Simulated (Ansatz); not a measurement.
A nudged elastic band was laid between two geometries of C2H10GeSn (14 atoms, charge 0, multiplicity 1).

The calculation used Ansatz 0.2.0, RKS B3LYP/def2-SVP.

```json
{
 "movable images": "7",
 "climbing image": "yes",
 "spring": "5.0 eV/Å²",
 "optimiser": "quadratic models (default)",
 "start path": "through a guess of the saddle point",
 "force threshold": "0.05 eV/Å",
 "iteration limit": "51",
 "end points": "relaxed"
}
```

First end point:

```xyz
14
Properties=species:S:1:pos:R:3
C -0.808 1.389 -0.379
C -0.407 0.081 0.324
Ge 1.282 0.263 1.339
Sn -0.348 -1.607 -1.078
H -0.907 2.222 0.340
H -1.777 1.300 -0.900
H -0.063 1.701 -1.129
H -1.176 -0.200 1.063
H 1.165 1.434 2.345
H 2.453 0.567 0.376
H 1.599 -1.035 2.114
H 0.008 -3.077 -0.256
H 0.852 -1.322 -2.281
H -1.885 -1.746 -1.849
```

Last end point:

```xyz
14
Properties=species:S:1:pos:R:3
C -0.666 1.401 -0.565
C -0.400 0.156 0.297
Ge 1.274 0.304 1.340
Sn -0.474 -1.686 -0.894
H -0.701 2.320 0.046
H -1.629 1.335 -1.100
H 0.118 1.552 -1.327
H -1.209 0.035 1.039
H 1.450 -0.919 2.268
H 1.244 1.587 2.205
H 2.490 0.387 0.390
H -0.297 -3.075 0.108
H 0.783 -1.669 -2.073
H -1.995 -1.757 -1.705
```

(1) What changes between the two ends?

(2) Give the energies along the band, and the barrier.

(3) What is the geometry of the highest image?

(4) What are the harmonic wavenumbers there?

The band took 6 iterations and about 5 core-minutes.

Results:

(1) No bond is made or broken. The dihedral Sn4–C2–Ge3–H11 goes from -58 to 63°. The two ends are copies of one structure, up to a mirror image or an exchange of like atoms.

(2) It converged. The highest image is number 4 of 0 to 8, 0.055 eV above the ends, which have the same energy within 2 meV. A vibrational analysis at the climbing image gives one clearly imaginary mode, 113i cm⁻¹: a first-order saddle point.

| image | path coordinate (Å) | energy (eV) | dihedral Sn4–C2–Ge3–H11 (°) |
| --- | --- | --- | --- |
| 0 | 0.00 | 0.000 | -58 |
| 1 | 0.61 | 0.008 | -43 |
| 2 | 1.22 | 0.027 | -27 |
| 3 | 1.83 | 0.047 | -12 |
| 4 | 2.44 | 0.055 | 3 |
| 5 | 3.05 | 0.046 | 18 |
| 6 | 3.66 | 0.026 | 33 |
| 7 | 4.28 | 0.007 | 48 |
| 8 | 4.89 | 0.000 | 63 |

(3) 
```xyz
14
Properties=species:S:1:pos:R:3
C -0.700 1.407 -0.547
C -0.412 0.154 0.299
Ge 1.282 0.291 1.334
Sn -0.462 -1.675 -0.912
H -0.730 2.321 0.072
H -1.670 1.339 -1.068
H 0.071 1.573 -1.318
H -1.213 0.018 1.045
H 0.997 0.280 2.852
H 2.002 1.610 0.971
H 2.243 -0.880 1.023
H -0.230 -3.060 0.086
H 0.792 -1.606 -2.091
H -1.982 -1.801 -1.719
```

(4) 113i, 92, 108, 192, 224, 246, 368, 433, 466, 565, 620, 644, 688, 722, 724, 853, 886, 892, 961, 1006, 1041, 1100, 1262, 1401, 1471, 1475, 1876, 1890, 1896, 2111, 2113, 2119, 3011, 3059, 3080, 3095 cm⁻¹.

Run time: 2.6 min on 2 threads of Intel(R) Xeon(R) 6975P-C (Granite Rapids) (shared host), peak memory 0.45 GiB.
